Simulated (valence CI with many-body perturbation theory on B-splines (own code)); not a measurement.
# Ladder of approximations for In²⁶⁺

Computed by configuration interaction combined with many-body perturbation theory (CI+MBPT): five valence electrons over a frozen Dirac-Fock core [Ar], radial functions for each j: 7 s, 7 p, 8 d, 6 f, 4 g, 1 h, with the one-electron correlation potential Σ1 (screened to all orders), the two-electron term Σ2, the three-electron term Σ3, Breit, model QED; selected single and double excitations, second order for the rest (own B-spline code, finite nucleus).

The last digits are not significant, and no measured levels were compared; by estimate large intervals hold to a few tenths of a per cent, small ones and those within an open d or f shell to about a per cent. Core correlation moves these levels by up to 13000 cm⁻¹, and in measured spectra 5 to 20 % of such shifts remained as error; rates that hang on mixing are uncertain with them. Only levels of the ground parity were solved; by the run's estimate the other parity begins above the list, which can be wrong where configurations are misplaced.

Each rung adds one term. CI alone is the Dirac-Coulomb CI over the frozen core; QED comes last and gives the full result, which names the levels. Energies are above (3d3/2^3 3d5/2^2) J=5/2 [a] on the same rung, in eV.

Levels are named by their leading jj configuration (3d3/2^4 stands for four electrons in 3d with j = 3/2), which in mixed levels can hold well under half, so a name can repeat and another be missing. Letters in brackets count levels of one name in rising energy.

```tsv
Level	CI alone	Σ1	Σ2	Σ3	Breit	QED	Full
(3d3/2^4 3d5/2) J=5/2	11.020	-0.0237	-0.4464	-0.1879	+0.2236	-0.0135	10.572
(3d3/2^3 3d5/2^2) J=7/2 [a]	15.626	+0.0242	-0.3104	-0.1297	-0.1074	+0.0022	15.105
(3d3/2^3 3d5/2^2) J=3/2	16.174	+0.0223	-0.5144	-0.1754	+0.0882	+0.0014	15.596
(3d3/2^3 3d5/2^2) J=11/2	16.501	+0.0322	-0.1223	-0.1826	-0.4690	+0.0053	15.764
(3d3/2^3 3d5/2^2) J=5/2 [b]	17.203	+0.0503	-0.2953	-0.1373	-0.0809	+0.0115	16.751
(3d3/2^3 3d5/2^2) J=9/2	17.544	+0.0462	-0.1810	-0.1265	-0.3353	+0.0100	16.958
(3d3/2^3 3d5/2^2) J=1/2	18.736	+0.0460	-0.4806	-0.1679	-0.0194	+0.0093	18.123
(3d3/2^2 3d5/2^3) J=7/2 [a]	21.690	+0.0702	-0.4326	-0.0778	-0.2684	+0.0174	20.999
(3d3/2^3 3d5/2^2) J=5/2 [c]	22.571	+0.0601	-0.5251	-0.0932	-0.1685	+0.0137	21.858
(3d3/2^2 3d5/2^3) J=11/2	24.472	+0.0822	+0.0694	-0.2509	-0.5638	+0.0206	23.829
(3d3/2^3 3d5/2^2) J=7/2 [b]	25.378	+0.0516	-0.6190	-0.2905	-0.1879	+0.0088	24.341
(3d3/2^2 3d5/2^3) J=1/2 [a]	25.094	+0.1040	-0.4617	-0.0810	-0.2053	+0.0289	24.478
(3d3/2^2 3d5/2^3) J=3/2 [a]	25.542	+0.0906	-0.4852	-0.0971	-0.2402	+0.0237	24.834
(3d3/2^2 3d5/2^3) J=9/2 [a]	26.763	+0.0736	-0.4375	-0.1515	-0.3997	+0.0164	25.864
(3d3/2^2 3d5/2^3) J=3/2 [b]	26.702	+0.0817	-0.4332	-0.1992	-0.1180	+0.0201	26.053
(3d3/2^2 3d5/2^3) J=13/2	27.090	+0.0981	+0.1527	-0.2800	-0.9012	+0.0256	26.186
(3d3/2^2 3d5/2^3) J=5/2 [a]	28.430	+0.1018	-0.4702	-0.1012	-0.2701	+0.0257	27.716
(3d3/2^2 3d5/2^3) J=9/2 [b]	31.447	+0.1031	-0.2428	-0.2357	-0.4711	+0.0257	30.626
(3d3/2^2 3d5/2^3) J=5/2 [b]	31.919	+0.1339	-0.3412	-0.2176	-0.3574	+0.0383	31.175
```

The middle columns are the shifts that each term adds.

Q: How does the ionisation energy move along the ladder, and which term matters most?

A: CI alone 1400.9, + Σ1 1403.2, + Σ2 1412.1, + Σ3 1412.2, + Breit 1412.2, + QED 1412.2 eV. The largest step is Σ2, 9.0 eV. NIST lists 1413 ± 4 eV (theoretical).
